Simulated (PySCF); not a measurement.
SMILES C[O][Ge]([SiH3])([O]C)[O]C, GFN2-xTB optimised geometry.

```
20

C      2.15     1.98     2.03
O      0.88     1.81     1.44
Ge     0.54     0.76     0.00
Si     1.33    -1.47     0.00
O     -1.18     1.11    -0.27
C     -2.15     1.42     0.72
O      1.39     1.41    -1.42
C      1.22     2.69    -2.00
H      2.92     2.18     1.28
H      2.44     1.09     2.60
H      2.08     2.83     2.71
H      0.88    -2.15     1.21
H      0.83    -2.18    -1.17
H      2.80    -1.47     0.00
H     -2.92     2.02     0.24
H     -1.71     1.98     1.54
H     -2.60     0.50     1.11
H      1.58     3.48    -1.34
H      1.80     2.70    -2.93
H      0.17     2.87    -2.24
```

Density from PBE0/def2-SVP run with PySCF at that geometry.

Minimum of the electron density along straight lines between bonded atoms, close to the bond critical point (lines longer than 1.1 times the sum of covalent radii, or with two minima, are not listed):

```csv
bond,length / Å,ρ at the minimum / e bohr⁻³,∇²ρ there / e bohr⁻⁵,position (fraction from the first atom)
C1–O2,1.406,0.256,?,0.34
O2–Ge3,1.817,?,0.55,0.53
Ge3–Si4,2.364,?,-0.06,0.65
Ge3–O5,1.778,0.136,0.65,0.47
O5–C6,1.413,0.249,-0.35,0.66
Ge3–O7,1.782,0.135,0.65,0.47
O7–C8,1.412,0.251,-0.36,0.66
C1–H9,1.093,0.281,-1.06,0.63
C1–H10,1.094,0.280,-1.04,0.63
C1–H11,1.092,0.281,-1.07,0.64
Si4–H12,1.467,0.116,0.32,0.49
Si4–H13,1.460,0.118,0.32,0.49
Si4–H14,1.464,0.117,0.31,0.49
C6–H15,1.092,0.282,-1.07,0.63
C6–H16,1.090,0.284,-1.10,0.64
C6–H17,1.093,0.281,-1.05,0.63
C8–H18,1.093,0.281,-1.05,0.63
C8–H19,1.092,0.282,-1.07,0.63
C8–H20,1.091,0.282,-1.08,0.64
```

Task: Some entries are withheld; supply them.

Result: 
- C1–O2, ∇²ρ there / e bohr⁻⁵: -0.40
- O2–Ge3, ρ at the minimum / e bohr⁻³: 0.126
- Ge3–Si4, ρ at the minimum / e bohr⁻³: 0.090
